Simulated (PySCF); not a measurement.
Write Cartesian coordinates for `O=C(C[C@H](CF)C=C)[O-]` as optimised with PBE0-D3(BJ)/def2-SVP. (Charge -1.)

```
atom  x, y, z in Å
C1    -1.8264   -1.6980    0.0418
C2    -0.6532   -1.0814    0.1957
C3    -0.2755    0.2274   -0.4402
C4    -0.5640    1.3902    0.4998
F5    -1.9325    1.5297    0.6833
C6     1.2021    0.2309   -0.8588
C7     2.1209    0.1348    0.4018
O8     2.3225    1.2217    0.9828
O9     2.4777   -1.0150    0.7259
H10   -2.6196   -1.2732   -0.5841
H11   -2.0426   -2.6476    0.5421
H12    0.1399   -1.5196    0.8171
H13   -0.9219    0.3889   -1.3246
H14   -0.1736    2.3283    0.0718
H15   -0.0775    1.2464    1.4752
H16    1.4182    1.1676   -1.4005
H17    1.3871   -0.6224   -1.5314
```

Any rigid rotation of these coordinates is as good. Atoms count from 1 in this order. C1 (terminal =CH2 carbon) is planar (angles 121.5°, 121.4° and 117.0°, sum 360.0°, 0.00 Å off the plane of its three neighbours). Of the pairs four or more bonds apart, O9···H12 is among the closest relative to their van der Waals radii: 2.39 Å, 88 % of the sum of Bondi's values. C7 (carboxylate carbon) is planar (angles 129.5°, 115.8° and 114.6°, sum 359.8°, 0.03 Å off the plane of its three neighbours). The 5 C–C bonds span 1.334 Å (C1=C2, drawn double) to 1.563 Å (C6–C7, drawn single), a spread of 0.229 Å.

Bonds between heavy atoms (Å): C1=C2 1.334, C2–C3 1.503, C3–C4 1.523, C4–F5 1.388, C3–C6 1.536, C6–C7 1.563, C7=O8 1.249, C7–O9 1.247.

Level of theory: PBE0-D3(BJ)/def2-SVP geometry optimisation, gas phase (PySCF 2.14.0).

Point group: C1 (no symmetry element, even within 0.4 Å). PBE0-D3(BJ)/def2-SVP frequencies: not computed here. Torsions: C1–C2–C3–C4 94°, C2–C3–C4–F5 -67°, C2–C3–C6–C7 -65°, C3–C6–C7–O8 -82°.

Time: 94 s of wall time; peak memory 0.70 GiB. Hardware: AMD EPYC 9R45, one thread, shared host with 96 logical CPUs at a one-minute load of 7.1. That covers the optimisation of the geometry.

One conformer stands for the species.
